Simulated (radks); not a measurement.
Initial-state core-level shifts of neutral terbium when its valence configuration changes from [Xe] 4f9 6s2. Method: scalar-relativistic Kohn-Sham, LDA (Slater exchange, Perdew-Wang correlation), spin-polarised, spherical densities, finite nucleus; open shells are filled with parallel spins first (spin-orbit coupling, left out, can overturn this in heavy ions); Fermi nuclear charge, rms radius 5.06 fm; computed with a radial shooting solver on a logarithmic mesh with Libxc functionals. Shifts are changes of the shell-averaged eigenvalues in eV (positive: less bound); the change of the density at the nucleus, which sets a Mossbauer isomer shift, is in e/bohr^3, on a base of 7.174e+05.

valence               2s       3s       3d       5s  density at nucleus
4f8 6s2 6p1       -9.929  -10.642  -10.561   -6.916              +49.16
4f8 5d1 6s2       -6.579   -7.359   -7.264   -3.556              +34.11
4f9 5d1 6s1       +1.075   +1.026   +1.036   +1.238              -27.64
4f11              +1.784   +2.259   +2.204   +0.169              -70.01
4f9 6s1 6p1       -1.171   -1.159   -1.161   -1.208              -23.98
4f9 5d0.5 6s1.5   +0.579   +0.552   +0.558   +0.666              -14.83
4f8.5 6s2 6p0.5   -4.680   -5.000   -4.964   -3.377              +22.79
4f6.5 6s2 6p2.5  -28.303  -30.556  -30.306  -17.974             +143.49
